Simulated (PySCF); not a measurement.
Compound: C₃H₁₂AlAs.
Z-matrix (Å and degrees, PBE0-D3(BJ)/def2-SVP geometry), rows numbered from 1:
```
C 
C   1  1.5282
C   2  1.5278  1  111.57
Al  2  1.9939  1  113.01  3   129.07
As  4  2.6408  2   98.35  1   -63.78
H   1  1.1057  2  112.07  3    56.47
H   1  1.1056  2  111.71  3   -62.55
H   1  1.1018  2  112.32  3   177.49
H   2  1.1092  1  107.34  3  -117.42
H   3  1.1057  2  112.07  1   -56.46
H   3  1.1056  2  111.72  1    62.55
H   3  1.1018  2  112.32  1  -177.50
H   4  1.6058  2  118.96  1  -164.06
H   4  1.6046  2  118.84  1    38.74
H   5  1.5112  4  119.21  2   -61.61
H   5  1.5112  4  122.11  2    59.76
H   5  1.5108  4  118.81  2  -179.42
```

The calculation used PySCF, TDDFT wB97X-D/def2-SVPD, vertical, gas phase, core orbitals frozen in the response. Relativistic effects, spin–orbit coupling among them, are left out although an element past zinc is present.

Kohn–Sham orbitals with the atoms that hold most of them (Löwdin shares over 4%, at most four atoms; ? is withheld):

```csv
orbital,ε (eV),atoms
HOMO-3,-11.08,"C2 26%, C1 16%, C3 16%, H9 14%"
HOMO-2,-10.32,"As5 36%, Al4 20%, H14 11%, H13 10%"
HOMO-1,-9.59,?
HOMO,-8.56,"C2 38%, Al4 19%, C3 8%, C1 8%"
LUMO,1.21,?
LUMO+1,1.44,"As5 38%, H17 23%, Al4 10%"
LUMO+2,1.52,"As5 49%, H15 15%, H16 14%, Al4 9%"
```

**Question.** Give the leading atoms of the LUMO.

**Answer.** As5 (bonded to Al and 3 H) 31%; Al4 (bonded to As, C and 2 H) 18%; H16 (bonded to As) 14%; H15 (bonded to As) 13%. By element: arsenic 31%, hydrogen 28% or more, aluminium 18%.

**Question.** Which atoms hold the HOMO-1, and with what shares?

**Answer.** Al4 (bonded to As, C and 2 H) 37%; H13 (bonded to Al) 28%; H14 (bonded to Al) 27%. By element: hydrogen 55% or more, aluminium 37%.

**Question.** The HOMO–LUMO gap is 9.77 eV. Where does the response calculation put the lowest singlet, and from which orbitals?

**Answer.** S1 is at 5.85 eV (f = 0.017), 3.92 eV below the gap, made of HOMO→LUMO (72%), HOMO→LUMO+1 (10%), HOMO→LUMO+3 (8%). 

**Question.** One configuration dominates each of S1, S2 and S4. Which, and how do the shares of the two leading atoms of either orbital change from the occupied to the empty one?

**Answer.** 
- S1 (5.85 eV, f 0.017), HOMO→LUMO (72%): C2 38% → at most 14%, Al4 19% → 18%, As5 at most 9% → 31%
- S2 (6.12 eV, f 0.017), HOMO→LUMO+1 (84%): C2 38% → at most 4%, Al4 19% → 10%, As5 at most 9% → 38%, H17 at most 9% → 23%
- S4 (6.56 eV, f 0.0016), HOMO-1→LUMO (71%): Al4 37% → 18%, H13 28% → at most 14%, As5 at most 4% → 31%

Orbitals of the list HOMO-3 to LUMO+2 that lie within 0.01 eV of each other are written together with a slash and their weights summed (≥ marks a lower bound); for degenerate orbitals outside that list single weights are arbitrary.

One conformer stands for the species.
